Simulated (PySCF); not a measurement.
Br3Sb, SMILES [Br][Sb+]([Br])[Br], charge +1, multiplicity 2. Geometry optimised at B3LYP-D3(BJ)/def2-SVP. The def2 effective core potentials stand for the cores of Sb; spin–orbit coupling is left out.

Computed equilibrium geometry at B3LYP-D3(BJ)/def2-SVP (PySCF confirms it by a frequency run) as Cartesian coordinates in Å, and its point group:
point group C3v.
```xyz
4

Sb     0.0000     0.0000    -0.6126
Br     2.0021    -1.1559     0.2975
Br     0.0000     2.3119     0.2975
Br    -2.0021    -1.1559     0.2975
```
Charge +1, spin multiplicity 2.
